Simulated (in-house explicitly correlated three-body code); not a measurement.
Computed with an exponentially correlated three-body code. Model: two electrons around a point charge, non-relativistic, variational in 260 exponentially correlated functions (energies converged to about 1e-7 hartree, or 1e-8 relative for large Z).

For two electrons in a singlet the Kohn-Sham orbital is the square root of half the density, so the exact Kohn-Sham potential and energy parts follow from the density alone, and exchange is minus half the Hartree energy. The Kohn-Sham level equals minus the binding energy of the second electron.

Command:
```bash
python run_hyl.py task.json out
```
Settings (lengths in bohr, energies in hartree):
```
Z                      2.08
interaction_strength   1
functions              260
states_tried           13
```

Cost of the run: 31 s on 1 thread of Intel(R) Xeon(R) Platinum 8375C CPU @ 2.90GHz (Ice Lake) (shared host).

**Those bound S and P states to n = 4 that converged, binding against the one-electron ion.**

Given: nuclear charge 2.08.

Computed: one-electron threshold -2.1632 hartree.

```json
{"term": "1 1S", "energy (hartree)": "-3.18025158", "binding (eV)": "27.675", "quantum defect": "0.24275"}
{"term": "2 3S", "energy (hartree)": "-2.36398796", "binding (eV)": "5.4637", "quantum defect": "0.29572"}
{"term": "2 1S", "energy (hartree)": "-2.33163103", "binding (eV)": "4.5832", "quantum defect": "0.13921"}
{"term": "2 3P", "energy (hartree)": "-2.31851306", "binding (eV)": "4.2263", "quantum defect": "0.062219"}
{"term": "2 1P", "energy (hartree)": "-2.3075361", "binding (eV)": "3.9276", "quantum defect": "-0.010117"}
{"term": "3 3S", "energy (hartree)": "?", "binding (eV)": "?", "quantum defect": "?"}
{"term": "3 1S", "energy (hartree)": "-2.23418871", "binding (eV)": "1.9317", "quantum defect": "0.13375"}
{"term": "3 3P", "energy (hartree)": "-2.23092814", "binding (eV)": "1.843", "quantum defect": "0.065567"}
{"term": "3 1P", "energy (hartree)": "?", "binding (eV)": "?", "quantum defect": "?"}
{"term": "4 3S", "energy (hartree)": "-2.20544575", "binding (eV)": "1.1496", "quantum defect": "0.2845"}
{"term": "4 1S", "energy (hartree)": "-2.20218357", "binding (eV)": "1.0608", "quantum defect": "0.13216"}
{"term": "4 3P", "energy (hartree)": "-2.20089368", "binding (eV)": "1.0257", "quantum defect": "0.066542"}
{"term": "4 1P", "energy (hartree)": "-2.19942806", "binding (eV)": "0.98582", "quantum defect": "-0.012234"}
```

Problem. What belongs in the row 3 3S?

Solution. energy (hartree): -2.2424375; binding (eV): 2.1562; quantum defect: 0.28704.

Problem. What belongs in the row 3 1P?

Solution. energy (hartree): -2.22749346; binding (eV): 1.7495; quantum defect: -0.011795.

**Electric-dipole lines between converged S and P states, rate of the upper state's decay.**

```json
{"s state": "1 1S", "p state": "2 1P", "p minus s (eV)": "23.748", "oscillator strength from s": "0.29599", "rate (1/s)": "2.4144e+09"}
{"s state": "1 1S", "p state": "3 1P", "p minus s (eV)": "25.926", "oscillator strength from s": "0.077895", "rate (1/s)": "7.5729e+08"}
{"s state": "1 1S", "p state": "4 1P", "p minus s (eV)": "26.69", "oscillator strength from s": "0.031573", "rate (1/s)": "3.2531e+08"}
{"s state": "2 1S", "p state": "2 1P", "p minus s (eV)": "0.65566", "oscillator strength from s": "0.35456", "rate (1/s)": "2.2046e+06"}
{"s state": "2 1S", "p state": "3 1P", "p minus s (eV)": "2.8337", "oscillator strength from s": "0.16394", "rate (1/s)": "1.904e+07"}
{"s state": "2 1S", "p state": "4 1P", "p minus s (eV)": "3.5974", "oscillator strength from s": "0.052225", "rate (1/s)": "9.7757e+06"}
{"s state": "3 1S", "p state": "2 1P", "p minus s (eV)": "-1.9959", "oscillator strength from s": "-0.13801", "rate (1/s)": "2.3856e+07"}
{"s state": "3 1S", "p state": "3 1P", "p minus s (eV)": "?", "oscillator strength from s": "?", "rate (1/s)": "?"}
{"s state": "3 1S", "p state": "4 1P", "p minus s (eV)": "0.94589", "oscillator strength from s": "0.15801", "rate (1/s)": "2.0448e+06"}
{"s state": "4 1S", "p state": "2 1P", "p minus s (eV)": "-2.8668", "oscillator strength from s": "-0.024915", "rate (1/s)": "8.8852e+06"}
{"s state": "4 1S", "p state": "3 1P", "p minus s (eV)": "-0.68872", "oscillator strength from s": "-0.29268", "rate (1/s)": "6.0239e+06"}
{"s state": "4 1S", "p state": "4 1P", "p minus s (eV)": "0.074981", "oscillator strength from s": "0.81132", "rate (1/s)": "65976"}
{"s state": "2 3S", "p state": "2 3P", "p minus s (eV)": "1.2374", "oscillator strength from s": "0.50992", "rate (1/s)": "1.1294e+07"}
{"s state": "2 3S", "p state": "3 3P", "p minus s (eV)": "3.6207", "oscillator strength from s": "0.076986", "rate (1/s)": "1.4598e+07"}
{"s state": "2 3S", "p state": "4 3P", "p minus s (eV)": "?", "oscillator strength from s": "?", "rate (1/s)": "?"}
{"s state": "3 3S", "p state": "2 3P", "p minus s (eV)": "-2.0701", "oscillator strength from s": "-0.19499", "rate (1/s)": "3.6258e+07"}
{"s state": "3 3S", "p state": "3 3P", "p minus s (eV)": "0.31319", "oscillator strength from s": "0.8438", "rate (1/s)": "1.1971e+06"}
{"s state": "3 3S", "p state": "4 3P", "p minus s (eV)": "1.1305", "oscillator strength from s": "0.063156", "rate (1/s)": "1.1674e+06"}
{"s state": "4 3S", "p state": "2 3P", "p minus s (eV)": "-3.0767", "oscillator strength from s": "-0.030492", "rate (1/s)": "1.2525e+07"}
{"s state": "4 3S", "p state": "3 3P", "p minus s (eV)": "-0.69341", "oscillator strength from s": "-0.40922", "rate (1/s)": "8.5378e+06"}
{"s state": "4 3S", "p state": "4 3P", "p minus s (eV)": "0.12387", "oscillator strength from s": "1.1521", "rate (1/s)": "255680"}
```

Problem. What belongs in the row 3 1S 3 1P?

Solution. p minus s (eV): 0.18219; oscillator strength from s: 0.59148; rate (1/s): 283960.

Problem. What belongs in the row 2 3S 4 3P?

Solution. p minus s (eV): 4.438; oscillator strength from s: 0.029482; rate (1/s): 8.3989e+06.

**Exact Kohn-Sham parts of the ground state from its density.**

Computed: total energy -3.18025158 hartree; Kohn-Sham kinetic 3.1433 hartree; Hartree energy 2.1496 hartree; DFT correlation energy -0.042259 hartree; kinetic part of the DFT correlation energy 0.037002 hartree; potential part of the DFT correlation energy -0.079261 hartree; exact minus restricted Hartree-Fock -0.042205 hartree; Kohn-Sham level -27.675 eV; dipole polarisability 1.1312 bohr³; C6 of two such species 1.0853 hartree·bohr⁶.

Problem. What is the restricted Hartree-Fock level?

Solution. -28.057 eV.

Problem. What is the exchange energy?

Solution. -1.0748 hartree.

**Functionals on the exact density and self-consistent, errors are functional minus exact, hybrids only self-consistent, a dash where a self-consistent run leaves the top level unbound.**

```json
{"result": "AM05", "exchange error (millihartree)": "113.64", "correlation error (millihartree)": "-57.461", "functional driven error (millihartree)": "56.18", "density driven error (millihartree)": "-1.1664", "self consistent total error (millihartree)": "55.014", "top level plus exact binding (eV)": "9.707"}
{"result": "r2SCAN", "exchange error (millihartree)": "-5.1106", "correlation error (millihartree)": "4.0859", "functional driven error (millihartree)": "-1.0247", "density driven error (millihartree)": "-0.25872", "self consistent total error (millihartree)": "-1.2835", "top level plus exact binding (eV)": "8.5104"}
{"result": "PW91", "exchange error (millihartree)": "9.3469", "correlation error (millihartree)": "-3.9815", "functional driven error (millihartree)": "5.3654", "density driven error (millihartree)": "-1.0065", "self consistent total error (millihartree)": "4.3589", "top level plus exact binding (eV)": "9.2273"}
{"result": "HSE06", "exchange error (millihartree)": "-", "correlation error (millihartree)": "-", "functional driven error (millihartree)": "-", "density driven error (millihartree)": "-", "self consistent total error (millihartree)": "?", "top level plus exact binding (eV)": "?"}
{"result": "BP86", "exchange error (millihartree)": "0.21429", "correlation error (millihartree)": "-1.5384", "functional driven error (millihartree)": "-1.3241", "density driven error (millihartree)": "-0.67069", "self consistent total error (millihartree)": "-1.9948", "top level plus exact binding (eV)": "9.216"}
{"result": "BLYP", "exchange error (millihartree)": "0.21429", "correlation error (millihartree)": "-1.9875", "functional driven error (millihartree)": "-1.7732", "density driven error (millihartree)": "-1.3529", "self consistent total error (millihartree)": "-3.1261", "top level plus exact binding (eV)": "9.1755"}
{"result": "M06-L", "exchange error (millihartree)": "-12.781", "correlation error (millihartree)": "1.8963", "functional driven error (millihartree)": "-10.885", "density driven error (millihartree)": "-2.2938", "self consistent total error (millihartree)": "-13.179", "top level plus exact binding (eV)": "8.4543"}
{"result": "PBE", "exchange error (millihartree)": "12.636", "correlation error (millihartree)": "0.076639", "functional driven error (millihartree)": "12.712", "density driven error (millihartree)": "-0.9661", "self consistent total error (millihartree)": "11.746", "top level plus exact binding (eV)": "9.3419"}
{"result": "TPSS", "exchange error (millihartree)": "-4.7799", "correlation error (millihartree)": "-0.99385", "functional driven error (millihartree)": "-5.7738", "density driven error (millihartree)": "-0.26005", "self consistent total error (millihartree)": "-6.0338", "top level plus exact binding (eV)": "8.7695"}
{"result": "B3LYP VWN-RPA", "exchange error (millihartree)": "-", "correlation error (millihartree)": "-", "functional driven error (millihartree)": "-", "density driven error (millihartree)": "-", "self consistent total error (millihartree)": "-11.224", "top level plus exact binding (eV)": "6.9848"}
{"result": "SCAN", "exchange error (millihartree)": "-5.1106", "correlation error (millihartree)": "4.0859", "functional driven error (millihartree)": "-1.0247", "density driven error (millihartree)": "-0.25872", "self consistent total error (millihartree)": "-1.2835", "top level plus exact binding (eV)": "8.5104"}
{"result": "RPBE", "exchange error (millihartree)": "?", "correlation error (millihartree)": "?", "functional driven error (millihartree)": "?", "density driven error (millihartree)": "?", "self consistent total error (millihartree)": "?", "top level plus exact binding (eV)": "?"}
{"result": "r2SCAN0", "exchange error (millihartree)": "-", "correlation error (millihartree)": "-", "functional driven error (millihartree)": "-", "density driven error (millihartree)": "-", "self consistent total error (millihartree)": "0.16166", "top level plus exact binding (eV)": "6.1627"}
{"result": "revTPSS", "exchange error (millihartree)": "-4.1806", "correlation error (millihartree)": "-4.0579", "functional driven error (millihartree)": "-8.2385", "density driven error (millihartree)": "-0.15528", "self consistent total error (millihartree)": "-8.3938", "top level plus exact binding (eV)": "8.5874"}
{"result": "PBEsol", "exchange error (millihartree)": "60.559", "correlation error (millihartree)": "-10.622", "functional driven error (millihartree)": "49.938", "density driven error (millihartree)": "-1.0076", "self consistent total error (millihartree)": "48.93", "top level plus exact binding (eV)": "9.6299"}
{"result": "LDA VWN5", "exchange error (millihartree)": "148.43", "correlation error (millihartree)": "-72.686", "functional driven error (millihartree)": "75.743", "density driven error (millihartree)": "-1.7102", "self consistent total error (millihartree)": "74.032", "top level plus exact binding (eV)": "9.6233"}
{"result": "OLYP", "exchange error (millihartree)": "-0.45521", "correlation error (millihartree)": "-1.9875", "functional driven error (millihartree)": "-2.4427", "density driven error (millihartree)": "-1.358", "self consistent total error (millihartree)": "-3.8007", "top level plus exact binding (eV)": "9.276"}
{"result": "wB97X", "exchange error (millihartree)": "-", "correlation error (millihartree)": "-", "functional driven error (millihartree)": "-", "density driven error (millihartree)": "-", "self consistent total error (millihartree)": "-0.72472", "top level plus exact binding (eV)": "4.096"}
{"result": "PBE0", "exchange error (millihartree)": "-", "correlation error (millihartree)": "-", "functional driven error (millihartree)": "-", "density driven error (millihartree)": "-", "self consistent total error (millihartree)": "9.2125", "top level plus exact binding (eV)": "6.7541"}
{"result": "LDA PW92", "exchange error (millihartree)": "148.43", "correlation error (millihartree)": "-72.265", "functional driven error (millihartree)": "76.164", "density driven error (millihartree)": "-1.725", "self consistent total error (millihartree)": "74.439", "top level plus exact binding (eV)": "9.6284"}
```

Problem. What belongs in the row HSE06?

Solution. self consistent total error (millihartree): 7.8336; top level plus exact binding (eV): 7.1577.

Problem. What belongs in the row RPBE?

Solution. exchange error (millihartree): -5.8828; correlation error (millihartree): 0.076639; functional driven error (millihartree): -5.8062; density driven error (millihartree): -1.0792; self consistent total error (millihartree): -6.8854; top level plus exact binding (eV): 9.2742.

The density-driven part is never positive, since each functional's own density lowers its energy. Here it is small beside the functional-driven part (median ratio 0.19), the normal case. The correlation energy of density-functional theory lies 0.055 millihartree below exact minus Hartree-Fock, because the Hartree-Fock density, unlike the exact one, minimises the Hartree-Fock energy.
